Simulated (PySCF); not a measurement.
NbBr5, SMILES [Br][Nb]([Br])([Br])([Br])[Br], multiplicity 1.

The structure is a stationary point at PBE0-D3(BJ)/def2-SVP. The multiplicity is an assumed one; other spin states were not compared. The def2 effective core potentials stand for the cores of Nb; spin–orbit coupling is left out.

Two levels are set side by side: TDA-PBE/def2-SVPD (PySCF) and TDA-M06-2X/def2-SVPD (PySCF). Vertical, same geometry. The lowest singlet is HOMO→LUMO+1 50 %, HOMO−1→LUMO 50 % with PBE and HOMO−1→LUMO 49 %, HOMO→LUMO+1 49 % with the other functional; states are paired by order. Differences are taken from unrounded values.

| quantity | TDA-M06-2X |
|---|---|
| lowest singlet excitation (eV) | 2.90 |
| lowest triplet excitation (TDA) (eV) | 2.65 |

What does TDA-PBE give, and how far is it from TDA-M06-2X? (An estimate is asked for; the answer gives what the named calculation found.)


```json
[
 {"quantity": "lowest singlet excitation (eV)", "TDA-PBE": "2.15", "TDA-PBE minus TDA-M06-2X": "-0.75"},
 {"quantity": "lowest triplet excitation (TDA) (eV)", "TDA-PBE": "1.97", "TDA-PBE minus TDA-M06-2X": "-0.68"}
]
```

A lower first singlet is the usual sign of a functional without exact exchange. Differences between two approximate levels are no errors against the true value.

Rough cost on one machine, each run with all the roots and properties that it gave: TDA-M06-2X against TDA-PBE about 6 times.
